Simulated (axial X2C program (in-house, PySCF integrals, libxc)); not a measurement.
VBr⁺: cheaper levels and CCSD(T), two-component

Calculated with an in-house relativistic program for diatomic molecules. Two-component (2c) means X2C with spin–orbit coupling and atomic mean-field two-electron Coulomb and Gaunt terms. Basis: Br dyall-cv3z [8s9p6d4f1g], V dyall-cv3z [10s10p6d4f2g] (cores contracted in-house); Gaussian nuclei, density fitting, unrestricted open shells. Masses: Br 78.918 u, V 50.944 u.

State: Ω = 3/2 (⟨Sz⟩ = 1.50, ⟨Lz⟩ = 0.00 at HF); fragments Br + V+.

| level | Re (Å) | ωe (cm⁻¹) |
| --- | --- | --- |
| PBE0 | 2.242 | 372.3 |
| HF | 2.345 | 350.0 |
| MP2 | 2.289 | 360.3 |
| CCSD | 2.287 | 361.9 |
| LDA | 2.191 | 387.2 |

Correlated methods: 11 electrons correlated (number of frozen shells: Br 3 s, 2 p, 1 d; V 3 s, 2 p), 295 virtual spin orbitals or spinors in MP2, 90 natural virtuals in coupled cluster.

CCSD(T), same Hamiltonian and basis:

Re = 2.282 Å, ωe = 362.3 cm⁻¹; T1 = 0.029 (Lee–Taylor normalisation).

(1) Give the differences from CCSD(T) in the columns below.

The state is one determinant whose occupation by symmetry is held fixed; it was picked as the lowest of a PBE0 search that is not exhaustive. De is not given where an atomic determinant may have missed its ground term or J level, or where the truncated virtual space spoils (T). Density functionals use the spin component along the axis (collinear). Coupled cluster ran in a truncated set of natural virtual spinors; the MP2 energy of the rest was added. (T) has no such correction and the atoms are truncated less, which lowers De at CCSD(T) by a hundredth of an eV or more. PBE0 can misorder states that lie within some tenths of an eV, so this need not be the ground state of the molecule. The nearest other 2c determinant of the search, Ω = 1/2, lies 0.28 eV up at the distance of the search. The functionals have no current-density term, which raises determinants with orbital currents, atoms included. With several unpaired electrons one determinant need not be a pure state. The outer-core s and p shells of the metal are frozen in the correlated rows, which leaves out core–valence correlation; for alkali and alkaline-earth bonds that tends to lengthen them. This is the top spin component of a Σ state; components of lower Ω are not single determinants and can lie lower. The determinant is spin-polarised beyond a pure state at some levels (its spin-free form has ⟨S²⟩ too high), which makes Re and μ there less reliable.

Results:

(1) 

```tsv
level	ΔRe (Å)	Δωe (cm⁻¹)
PBE0	-0.040	10
HF	0.063	-12
MP2	0.007	-2
CCSD	0.005	0
LDA	-0.091	25
```
